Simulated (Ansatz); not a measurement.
C2H7NO2Si can be A, `OC/C(O)=N\[SiH3]`, or B, `CC(=N)O[SiH2]O`.

Isolated molecules relaxed with PBE0-D4/def2-TZVP in Ansatz; ΔE leaves out vibrations. CCSD(T)/CBS adds triple-zeta CCSD(T) − MP2 to the extrapolated MP2 energy (def2 sets, frozen cores). DFT in def2-TZVPP. B3LYP here is the variant with VWN-RPA as its local correlation; programs differ in this. Each species was taken in one conformer, which may not be the lowest.

A:

```xyz
13

O     1.571   -0.635   -0.380
C     1.364    0.474    0.444
C    -0.096    0.810    0.634
O    -0.204    1.901    1.413
N    -1.107    0.224    0.180
Si   -1.285   -1.200   -0.779
H     1.413   -0.385   -1.295
H     1.785    0.237    1.425
H     1.882    1.373    0.089
H    -1.152    2.065    1.518
H    -0.602   -1.098   -2.104
H    -2.736   -1.339   -1.065
H    -0.832   -2.428   -0.078
```

B:

Z-matrix (Å, degrees):
```
C
C 1 1.492
H 1 1.092 2 109.6
H 1 1.092 2 109.5 3 -117.2
H 1 1.089 2 111.6 3 121.4
N 2 1.270 1 128.1 3 -120.3
O 2 1.338 1 112.7 3 59.8
H 6 1.014 2 111.8 1 1.0
Si 7 1.687 2 118.3 1 -172.4
O 9 1.630 7 112.6 2 -58.0
H 9 1.475 7 104.1 2 -174.2
H 9 1.481 7 106.7 2 67.1
H 10 0.965 9 110.2 7 56.7
```

(1) Which isomer does CCSD(T)/CBS put lower? Give the gap. (An estimate is asked.)

(2) Give E(B) − E(A) in kcal/mol with r2SCAN-D4, CCSD/def2-TZVPP, B3LYP, HF/def2-TZVPP, B2PLYP, PBE-D4, PBE0-D4. (Best estimate.)

Largest T1 diagnostic: 0.013.

Answers

(1) The calculation gave: B, by 60.0 kcal/mol.

(2) The calculation gave: r2SCAN-D4 -58.1, CCSD/def2-TZVPP -59.8, B3LYP -57.8, HF/def2-TZVPP -60.5, B2PLYP -59.3, PBE-D4 -54.1, PBE0-D4 -55.9. None reverses the order clearly.

From PBE to PBE0 (25 % exact exchange), in def2-TZVPP and without D4, E(B) − E(A) moves by −1.8 kcal/mol.
